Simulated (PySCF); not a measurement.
A species of formula C4H6BN has this rotational fingerprint, computed with PBE0-D3(BJ)/def2-TZVP geometry optimisation, gas phase (PySCF 2.14.0):

```
Rotational constants : A = 8495, B = 3355, C = 2405 MHz
Dipole components    : |μa| = 2.81 D, |μb| = 0.72 D, |μc| = 0.00 D
Inertial defect      : 0.00 u·Å²
κ                    : -0.69
```

**Question.** Which candidate fits, each taken in the one conformer that was computed?
A. `NC1=CC=CB1`
B. `B1C=CC=CN1`

**Answer.** A. It is NC1=CC=CB1, an asymmetric top, point group Cs. The candidates at the same level (rigid rotor, commonest isotopes):

| SMILES | A (MHz) | B (MHz) | C (MHz) | μa (D) | μb (D) | μc (D) | Δ (u·Å²) | point group | rotor |
| --- | --- | --- | --- | --- | --- | --- | --- | --- | --- |
| B1C=CC=CN1 | 5723 | 5414 | 2782 | 1.57 | 1.44 | 0.00 | 0.00 | Cs | asymmetric top |
| NC1=CC=CB1 | 8495 | 3355 | 2405 | 2.81 | 0.72 | 0.00 | 0.00 | Cs | asymmetric top |

`B1C=CC=CN1` has B 61 % too high. In the right answer the mirror of this Cs structure is the ab plane, so μc vanishes by symmetry (the 0.02 D computed is a residue). No structure here is proved a minimum.

Shape of the structure used: `[NH2:1][C:2]1=[CH:3][CH:4]=[CH:5][BH:6]1`: H–N1–C2–C3 -179°, H–N1–C2–C3 -1°.
